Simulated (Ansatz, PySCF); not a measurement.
This Ansatz (a first-principles code) input computes a B3LYP/def2-TZVPD energy:

Ansatz 0.2 input:
```yaml
crystal:
  periodic: [false, false, false]
  atoms:
    - {symbol: C, position_ang: [-0.00000000, -0.00000000, -0.62355894]}
    - {symbol: C, position_ang: [0.00000000, 0.00000000, 0.62355894]}
basis:
  gaussian:
    orbitals: def2-TZVPD
hamiltonian:
  xc: {name: B3LYP}
output: {forces: true}
```

Write an input for the same energy in PySCF and say what it gives.


```python
from pyscf import gto, scf, dft

mol = gto.M(
    atom='''
    C    -0.00000000   -0.00000000   -0.62355894
    C     0.00000000    0.00000000    0.62355894
    ''',
    basis='def2-tzvpd',
    charge=0,
    spin=0,
    verbose=4,
)

mf = dft.RKS(mol, xc='b3lyp').density_fit(auxbasis='def2-universal-jkfit')
mf.grids.level = 3
mf.conv_tol = 1e-9
mf.max_cycle = 100
mf.max_memory = 1500
mf.kernel()
if not mf.converged:
    mf = mf.newton()
    mf.kernel(mf.make_rdm1())
mf.analyze()
```
It gives -75.90945 Eh, and Ansatz -75.90944 Eh, a difference of 0.01 mEh.

This is an excited singlet: at this geometry the triplet lies 0.96 eV lower at wB97M-V/def2-TZVPD.
